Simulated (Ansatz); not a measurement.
Species: HSe, net charge 0, doublet state. 
Structure (B3LYP-D3(BJ)/def2-TZVP (Ansatz, a first-principles code) minimum search):
```
Se
H 1 1.4749
```
Charge 0, spin multiplicity 2.

Basis-set convergence of Hartree-Fock and MP2 correlation energies (hartree) with Ansatz. Valence correlation only, unless marked. Open shells are spin-unrestricted. Spin-orbit coupling is left out. The frozen core is the preceding noble-gas configuration, with the filled d and f shells of earlier blocks. Non-relativistic.

| basis | functions | E(HF) | E(corr, MP2) |
|---|---|---|---|
| def2-SVPD | 49 | -2400.11472 | -0.10581 |
| def2-TZVPPD | 74 | -2400.41063 | -0.13364 |
| def2-QZVPPD | 131 | -2400.45790 | -0.14570 |

Extrapolating the two largest sets (X = 3 and 4) as X^-3: E(corr) = (64·(-0.14570) - 27·(-0.13364))/37 = -0.1545 Eh, an estimate of the basis-set limit. The largest set recovers 94.3 % of it, the smallest 68.5 %.
